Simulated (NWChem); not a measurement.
# AlGeH5O2; SMILES [OH][Al]([OH])[GeH3]

```xyz
9

Al    -0.0010    -1.0785    -0.0024
Ge    -0.0023     1.3719    -0.0001
H      0.9251     1.9524    -1.1034
H     -1.4214     1.9558    -0.2349
H      0.5083     1.9455     1.3516
O      1.5249    -1.8702     0.0006
H      1.6757    -2.8277     0.0063
O     -1.5183    -1.8871     0.0005
H     -1.6541    -2.8470     0.0079
```
Atoms are numbered in this order, from 1.

Results from NWChem. Structure relaxed at the PBE-D3(BJ)/def2-SVP level.

Task: Taking Hartree-Fock/pcseg-2 as the yardstick, which of these has the fewest basis functions while keeping “dipole (D)” within 0.05 D of it: Hartree-Fock/aug-pcseg-1; Hartree-Fock/pcseg-1; Hartree-Fock/def2-SVP; Hartree-Fock/STO-3G?

Result: none of them.
```csv
level,basis functions,dipole (D)
Hartree-Fock/STO-3G,42,2.43
Hartree-Fock/pcseg-1,98,3.03
Hartree-Fock/def2-SVP,103,3.28
Hartree-Fock/aug-pcseg-1,154,2.72
Hartree-Fock/pcseg-2,207,2.89
```

The yardstick is one finite set, not the basis-set limit.
